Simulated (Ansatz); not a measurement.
A nudged elastic band was laid between two geometries of C$_{4}$H$_{10}$AlF (16 atoms, charge 0, multiplicity 1).

All numbers below come from Ansatz 0.2.0, RKS PBE-D4/def2-SVP.

```
movable images  : 5
climbing image  : yes
spring          : 5.0 eV/Å²
optimiser       : quadratic models (default)
start path      : through a guess of the saddle point
force threshold : 0.05 eV/Å
iteration limit : 60
end points      : relaxed
```

Image 0:

```xyz
16
Properties=species:S:1:pos:R:3
C -1.021 -1.895 -1.563
Al -0.029 -1.404 0.064
C 0.039 0.478 0.714
C 1.369 0.843 1.401
C -0.379 1.502 -0.321
F -0.500 2.780 0.239
H -1.177 -2.988 -1.669
H -2.015 -1.400 -1.610
H -0.468 -1.555 -2.468
H 0.737 -2.505 0.949
H -0.762 0.472 1.499
H 1.639 0.120 2.197
H 1.316 1.851 1.861
H 2.212 0.862 0.675
H 0.375 1.574 -1.142
H -1.360 1.244 -0.782
```

Image 6:

```xyz
16
Properties=species:S:1:pos:R:3
C -0.137 -2.522 -0.818
Al -0.942 -0.731 -0.748
C -0.197 0.634 0.498
C 1.295 0.438 0.822
C -0.524 2.061 0.108
F -0.166 2.963 1.119
H -0.829 -3.296 -1.208
H 0.748 -2.511 -1.494
H 0.237 -2.857 0.173
H -2.218 -0.355 -1.653
H -0.785 0.419 1.429
H 1.517 -0.590 1.174
H 1.625 1.144 1.612
H 1.934 0.625 -0.068
H 0.030 2.364 -0.812
H -1.613 2.192 -0.090
```

(1) Which bonds break or form, and what moves?

(2) What energy profile does the band end with?

(3) What is the geometry of the highest image?

The band took 15 iterations and roughly 9 core-minutes.

## Answers

(1) No bond is made or broken. The dihedral C1–Al2–C3–C5 goes from -16 to 158°.

(2) The run converged. The highest image is number 3 of 0 to 6, 0.032 eV above the first end and 0.036 eV above the last; the last end lies 0.004 eV below the first. A vibrational analysis at the climbing image gives no mode beyond 40i cm⁻¹: the surface is too flat there to confirm a saddle point.

| image | path coordinate (Å) | energy (eV) | dihedral C1–Al2–C3–C5 (°) |
| --- | --- | --- | --- |
| 0 | 0.00 | 0.000 | -16 |
| 1 | 1.62 | 0.004 | 13 |
| 2 | 3.23 | 0.016 | 39 |
| 3 | 4.86 | 0.032 | 73 |
| 4 | 6.24 | 0.025 | 102 |
| 5 | 7.63 | 0.005 | 131 |
| 6 | 9.01 | -0.004 | 158 |

(3) 
```xyz
16
Properties=species:S:1:pos:R:3
C -0.152 -1.985 -1.434
Al -0.923 -1.169 0.181
C -0.207 0.588 0.805
C 1.329 0.491 0.925
C -0.622 1.757 -0.066
F -0.113 2.966 0.424
H -0.652 -2.924 -1.747
H -0.173 -1.282 -2.295
H 0.923 -2.221 -1.265
H -2.039 -1.926 1.055
H -0.639 0.761 1.818
H 1.653 -0.300 1.634
H 1.758 1.449 1.287
H 1.804 0.271 -0.056
H -0.239 1.639 -1.108
H -1.731 1.862 -0.115
```

Time of the run: 4.7 min on 2 threads of Intel(R) Xeon(R) Platinum 8375C CPU @ 2.90GHz (Ice Lake) (shared host), peak memory 0.2 GiB.
